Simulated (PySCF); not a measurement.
Isomers of C5H7ClO2, mass 134.013 u with the commonest isotopes. Theory: PBE0/def2-SVPD in PySCF (dipole) on a GFN2-xTB geometry, gas phase. One conformer each, none proved a minimum here; rigid rotors.

Problem. Order these by out-of-plane moment Σ m c² = (Ia + Ib − Ic)/2, largest first.
A. `[CH3:1][O:2][C:3](=[O:4])/[CH:5]=[CH:6]/[CH2:7][Cl:8]` with C1–O2–C3–O4 0°, O2–C3–C5–C6 -179°, C5–C6–C7–Cl8 -114°
B. `[CH2:1]=[C:2]([CH2:3][Cl:4])[C:5](=[O:6])[O:7][CH3:8]` with C1–C2–C3–Cl4 104°, C1–C2–C5–O6 -2°, C2–C5–O7–C8 179°
C. `[CH3:1]/[CH:2]=[C:3](/[Cl:4])[C:5](=[O:6])[O:7][CH3:8]` with C2–C3–C5–O6 -4°, C3–C5–O7–C8 179°
D. `[O:1]=[C:2]1[CH2:3][CH2:4][C@H:5]([Cl:6])[CH2:7][O:8]1` with O1–C2–C3–C4 128°, C2–C3–C4–C5 52°, C3–C4–C5–Cl6 115°, C4–C5–C7–O8 -47°
E. `[CH3:1][C@@H:2]1[O:3][C:4](=[O:5])[C@@H:6]1[CH2:7][Cl:8]` with C4–C6–C7–Cl8 -174°
F. `[CH3:1][CH2:2]/[C:3]([Cl:4])=[CH:5]\[C:6](=[O:7])[OH:8]` with C1–C2–C3–Cl4 -69°, C3–C5–C6–O7 1°, C5–C6–O8–H 180°

Solution. A (32.01 u·Å²), B (29.62 u·Å²), E (23.07 u·Å²), D (19.50 u·Å²), F (17.50 u·Å²), C (3.32 u·Å²).

Problem. Order these by rotational constant C, smallest first.
A. `[CH3:1][C@@H:2]1[O:3][C:4](=[O:5])[C@@H:6]1[CH2:7][Cl:8]` with C4–C6–C7–Cl8 -174°
B. `[CH3:1][O:2][C:3](=[O:4])/[CH:5]=[CH:6]/[CH2:7][Cl:8]` with C1–O2–C3–O4 0°, O2–C3–C5–C6 -179°, C5–C6–C7–Cl8 -114°
C. `[CH2:1]=[C:2]([CH2:3][Cl:4])[C:5](=[O:6])[O:7][CH3:8]` with C1–C2–C3–Cl4 104°, C1–C2–C5–O6 -2°, C2–C5–O7–C8 179°
D. `[CH3:1][CH2:2]/[C:3]([Cl:4])=[CH:5]\[C:6](=[O:7])[OH:8]` with C1–C2–C3–Cl4 -69°, C3–C5–C6–O7 1°, C5–C6–O8–H 180°

Solution. B (554.8 MHz), D (795.7 MHz), A (888.4 MHz), C (932.1 MHz).

Problem. Order these by rotational constant B, largest first.
A. `[CH2:1]=[C:2]([CH2:3][Cl:4])[C:5](=[O:6])[O:7][CH3:8]` with C1–C2–C3–Cl4 104°, C1–C2–C5–O6 -2°, C2–C5–O7–C8 179°
B. `[CH3:1][CH2:2]/[C:3]([Cl:4])=[CH:5]\[C:6](=[O:7])[OH:8]` with C1–C2–C3–Cl4 -69°, C3–C5–C6–O7 1°, C5–C6–O8–H 180°
C. `[CH3:1][C@@H:2]1[O:3][C:4](=[O:5])[C@@H:6]1[CH2:7][Cl:8]` with C4–C6–C7–Cl8 -174°
D. `[CH3:1][O:2][C:3](=[O:4])/[CH:5]=[CH:6]/[CH2:7][Cl:8]` with C1–O2–C3–O4 0°, O2–C3–C5–C6 -179°, C5–C6–C7–Cl8 -114°
E. `[CH3:1]/[CH:2]=[C:3](/[Cl:4])[C:5](=[O:6])[O:7][CH3:8]` with C2–C3–C5–O6 -4°, C3–C5–O7–C8 179°
F. `[O:1]=[C:2]1[CH2:3][CH2:4][C@H:5]([Cl:6])[CH2:7][O:8]1` with O1–C2–C3–C4 128°, C2–C3–C4–C5 52°, C3–C4–C5–Cl6 115°, C4–C5–C7–O8 -47°

Solution. E (1489 MHz), A (1335 MHz), C (1152 MHz), B (1057 MHz), F (1022 MHz), D (567.5 MHz).

```csv
SMILES,point group,Ia (u·Å²),Ib (u·Å²),Ic (u·Å²),κ,μa (D),μb (D),μc (D)
CC/C(Cl)=C\C(=O)O,C1,191.99,478.11,635.10,-0.72,0.10,0.12,0.24
C[C@@H]1OC(=O)[C@@H]1CCl,C1,176.33,438.69,568.89,-0.73,1.95,1.87,0.47
C/C=C(/Cl)C(=O)OC,–,243.47,339.50,576.33,0.02,0.12,0.38,0.11
C=C(CCl)C(=O)OC,C1,222.97,378.47,542.19,-0.40,0.12,0.02,1.91
O=C1CC[C@H](Cl)CO1,C1,111.25,494.44,566.69,-0.93,2.65,1.02,0.24
COC(=O)/C=C/CCl,C1,84.45,890.47,910.90,-1.00,1.16,2.12,1.14
```
